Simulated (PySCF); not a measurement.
PySCF job for GeHFCl₂, SMILES [Cl][GeH]([F])[Cl], TDDFT-M06-2X/def2-SVPD. The structure is a stationary point at PBE-D3(BJ)/def2-SVP.

```python
import numpy as np
from pyscf import gto, scf, dft, tdscf

mol = gto.M(
    atom='''
    Ge    0.33446464   -0.32368013    0.00000000
    F    -0.63776470   -1.77214045    0.00000001
    Cl   -0.19953422    0.79496363   -1.75565879
    Cl   -0.19953422    0.79496364    1.75565879
    H     1.82117718   -0.72173566   -0.00000000
    ''',
    basis='def2-SVPD',
    charge=0,
    spin=0,
    symmetry=True,
    max_memory=1600,
    verbose=4,
)
mf = dft.RKS(mol, xc='m06-2x').density_fit(auxbasis='def2-universal-jkfit')
mf.grids.level = 4
mf.conv_tol = 1e-9
mf.max_cycle = 100
mf.kernel()
mf.grids = dft.Grids(mol).set(level=2).build(with_non0tab=True)  # coarser grid for the response kernel
td = tdscf.TDDFT(mf)
td.singlet = True
td.nstates = 10
td.conv_tol = 1e-4
td.kernel(x0=td.get_init_guess(mf, 15))
td.analyze()
tt = tdscf.TDA(mf)
tt.singlet = False
tt.nstates = 4
tt.conv_tol = 1e-4
tt.kernel(x0=tt.get_init_guess(mf, 9))
tt.analyze(verbose=3)
```

Output:

```
PySCF version 2.14.0

[INPUT] verbose = 4
[INPUT] num. atoms = 5
[INPUT] num. electrons = 76
[INPUT] charge = 0
[INPUT] spin (= nelec alpha-beta = 2S) = 0
[INPUT] symmetry True subgroup None
[INPUT] Mole.unit = angstrom
[INPUT] Symbol           X                Y                Z      unit          X                Y                Z       unit  Magmom
[INPUT]  1 Ge     0.334464640000  -0.323680130000   0.000000000000 AA    0.632046567951  -0.611666797664   0.000000000000 Bohr   0.0
[INPUT]  2 F     -0.637764700000  -1.772140450000   0.000000010000 AA   -1.205200614915  -3.348860104763   0.000000018897 Bohr   0.0
[INPUT]  3 Cl    -0.199534220000   0.794963630000  -1.755658790000 AA   -0.377065028279   1.502263539690  -3.317714281285 Bohr   0.0
[INPUT]  4 Cl    -0.199534220000   0.794963640000   1.755658790000 AA   -0.377065028279   1.502263558587   3.317714281285 Bohr   0.0
[INPUT]  5 H      1.821177180000  -0.721735660000   0.000000000000 AA    3.441526094508  -1.363882731732   0.000000000000 Bohr   0.0

nuclear repulsion = 468.998576401105
point group symmetry = Cs
symmetry origin: [-2.98377815e-09 -6.96214889e-09  2.23783359e-09]
symmetry axis x: [1.00000000e+00 8.00441246e-10 6.17931170e-10]
symmetry axis y: [ 8.00441244e-10 -1.00000000e+00  2.71558388e-09]
symmetry axis z: [ 6.17931172e-10 -2.71558388e-09 -1.00000000e+00]
num. orbitals of irrep A' = 75
num. orbitals of irrep A" = 48
number of shells = 49
number of NR pGTOs = 213
number of NR cGTOs = 123
basis = def2-SVPD
ecp = {}


[settings echo left out]
init E= -3096.79580955743
HOMO (A') = -0.382107794791652  LUMO (A') = -0.0547923558513603  gap/eV = 8.90671
cycle= 1 E= -3097.22385015573  delta_E= -0.428  |g|= 0.622  |ddm|= 2.63
HOMO (A") = -0.395556632066631  LUMO (A') = -0.0592303574228135  gap/eV = 9.15190
cycle= 2 E= -3097.1978677475  delta_E= 0.026  |g|= 0.791  |ddm|= 1.42
HOMO (A") = -0.406321921345671  LUMO (A') = -0.0269641096978073  gap/eV = 10.32285
cycle= 3 E= -3097.3118294282  delta_E= -0.114  |g|= 0.0586  |ddm|= 0.676
HOMO (A") = -0.410067589489741  LUMO (A') = -0.0184131062674355  gap/eV = 10.65746
cycle= 4 E= -3097.31250381406  delta_E= -0.000674  |g|= 0.0294  |ddm|= 0.0993
HOMO (A") = -0.407964861804497  LUMO (A') = -0.0176247920346495  gap/eV = 10.62169
cycle= 5 E= -3097.31269626834  delta_E= -0.000192  |g|= 0.00443  |ddm|= 0.034
HOMO (A") = -0.407906163338534  LUMO (A') = -0.01777954570783  gap/eV = 10.61589
cycle= 6 E= -3097.31270011232  delta_E= -3.84e-06  |g|= 0.00132  |ddm|= 0.00531
HOMO (A") = -0.408003627525189  LUMO (A') = -0.0178748982924475  gap/eV = 10.61594
cycle= 7 E= -3097.31270035802  delta_E= -2.46e-07  |g|= 0.00021  |ddm|= 0.00141
HOMO (A") = -0.407986191744244  LUMO (A') = -0.0178759487992521  gap/eV = 10.61544
cycle= 8 E= -3097.31270038101  delta_E= -2.3e-08  |g|= 4.85e-05  |ddm|= 0.000637
HOMO (A") = -0.407988333803012  LUMO (A') = -0.0178693156961063  gap/eV = 10.61568
cycle= 9 E= -3097.31270038226  delta_E= -1.24e-09  |g|= 1e-05  |ddm|= 0.000117
HOMO (A") = -0.407988849770064  LUMO (A') = -0.0178694683427767  gap/eV = 10.61569
cycle= 10 E= -3097.31270038231  delta_E= -5.18e-11  |g|= 3.57e-06  |ddm|= 2.14e-05
HOMO (A") = -0.407988364678008  LUMO (A') = -0.0178692199899384  gap/eV = 10.61568
Extra cycle  E= -3097.31270038231  delta_E= -2.73e-12  |g|= 2.12e-06  |ddm|= 6.54e-06
converged SCF energy = -3097.31270038231
tot grids = 53512


******** <class 'pyscf.tdscf.rks.TDDFT'> for <class 'pyscf.df.df_jk.DFSymAdaptedRKS'> ********
nstates = 10 singlet
deg_eia_thresh = 1.000e-03
wfnsym = None
conv_tol = 0.0001
eigh lindep = 1e-12
eigh level_shift = 0
eigh max_cycle = 100


Excitation energies (eV)
[7.15777763 7.28295561 7.38019553 7.60928106 8.56215893 8.58904325
 8.69276086 8.70872637 8.96255956 9.02874993]

** Singlet excitation energies and oscillator strengths **
Excited State   1:   A"      7.15778 eV    173.22 nm  f=0.0298
      35 -> 41       -0.13170
      37 -> 41        0.10336
      38 -> 39        0.66053
Excited State   2:   A"      7.28296 eV    170.24 nm  f=0.0012
      36 -> 39       -0.66303
      37 -> 41        0.15803
Excited State   3:   A'      7.38020 eV    168.00 nm  f=0.0587
      34 -> 39        0.11019
      36 -> 41       -0.13357
      37 -> 39        0.65886
Excited State   4:   A'      7.60928 eV    162.94 nm  f=0.0228
      35 -> 39       -0.64460
      38 -> 41        0.19406
Excited State   5:   A'      8.56216 eV    144.80 nm  f=0.0102
      36 -> 41       -0.15404
      37 -> 40        0.55270
      37 -> 42       -0.26116
      38 -> 41        0.22205
Excited State   6:   A"      8.58904 eV    144.35 nm  f=0.0012
      36 -> 40       -0.20527
      37 -> 41        0.10945
      38 -> 40        0.56973
      38 -> 42       -0.26593
      38 -> 45        0.10216
Excited State   7:   A"      8.69276 eV    142.63 nm  f=0.0129
      36 -> 40       -0.41899
      36 -> 42        0.15375
      37 -> 41        0.43906
      38 -> 40       -0.18210
      38 -> 42        0.14410
Excited State   8:  ???      8.70873 eV    142.37 nm  f=0.0074
      34 -> 39       -0.31423
      35 -> 39       -0.13712
      37 -> 39        0.14301
      37 -> 40        0.17531
      37 -> 42       -0.21119
      38 -> 41       -0.48700
Excited State   9:  ???      8.96256 eV    138.34 nm  f=0.0166
      35 -> 39        0.14053
      35 -> 40       -0.17875
      36 -> 41        0.58263
      37 -> 42       -0.11201
      38 -> 41        0.19880
Excited State  10:  ???      9.02875 eV    137.32 nm  f=0.0069
      33 -> 39       -0.43992
      36 -> 40        0.25427
      36 -> 42       -0.22144
      37 -> 41        0.38123

** Transition electric dipole moments (AU) **
state          X           Y           Z        Dip. S.      Osc.
  1         0.0000      0.0000      0.4121      0.1699      0.0298
  2        -0.0000      0.0000      0.0809      0.0066      0.0012
  3         0.5351     -0.1963     -0.0000      0.3248      0.0587
  4        -0.0336     -0.3481     -0.0000      0.1223      0.0228
  5         0.0684      0.2092     -0.0000      0.0485      0.0102
  6         0.0000      0.0000     -0.0770      0.0059      0.0012
  7        -0.0000     -0.0000     -0.2461      0.0606      0.0129
  8         0.1811     -0.0449      0.0000      0.0348      0.0074
  9        -0.0650     -0.2670     -0.0000      0.0755      0.0166
 10         0.0000      0.0000      0.1772      0.0314      0.0069

** Transition velocity dipole moments (imaginary part, AU) **
state          X           Y           Z        Dip. S.      Osc.
  1        -0.0000     -0.0000      0.1171      0.0137      0.0348
  2         0.0000      0.0000      0.0244      0.0006      0.0015
  3         0.1575     -0.0559      0.0000      0.0279      0.0686
  4        -0.0110     -0.1070      0.0000      0.0116      0.0276
  5         0.0228      0.0688      0.0000      0.0053      0.0111
  6        -0.0000     -0.0000     -0.0256      0.0007      0.0014
  7         0.0000      0.0000     -0.0825      0.0068      0.0142
  8         0.0622     -0.0161     -0.0000      0.0041      0.0086
  9        -0.0225     -0.0941     -0.0000      0.0094      0.0190
 10        -0.0000     -0.0000      0.0650      0.0042      0.0085

** Transition magnetic dipole moments (imaginary part, AU) **
state          X           Y           Z
  1        -0.0373     -0.0145     -0.0000
  2         0.0106     -0.1608      0.0000
  3         0.0000      0.0000      0.0908
  4         0.0000     -0.0000     -0.0564
  5         0.0000     -0.0000     -1.0106
  6        -0.1083     -0.6259      0.0000
  7        -0.6152     -0.7426     -0.0000
  8        -0.0000      0.0000     -0.5757
  9        -0.0000      0.0000     -0.2255
 10        -0.5521     -1.1664      0.0000


******** <class 'pyscf.tdscf.rks.TDA'> for <class 'pyscf.df.df_jk.DFSymAdaptedRKS'> ********
nstates = 4 triplet
deg_eia_thresh = 1.000e-03
wfnsym = None
conv_tol = 0.0001
eigh lindep = 1e-12
eigh level_shift = 0
eigh max_cycle = 100


Excitation energies (eV)
[6.68089392 6.773166   6.88173699 7.12428033]

** Triplet excitation energies and oscillator strengths **
Excited State   1:   A"      6.68089 eV    185.58 nm  f=0.0000
Excited State   2:   A'      6.77317 eV    183.05 nm  f=0.0000
Excited State   3:   A"      6.88174 eV    180.16 nm  f=0.0000
Excited State   4:   A'      7.12428 eV    174.03 nm  f=0.0000
```

Self-consistency was reached.

Cost: about 9 core-minutes (a rough figure).
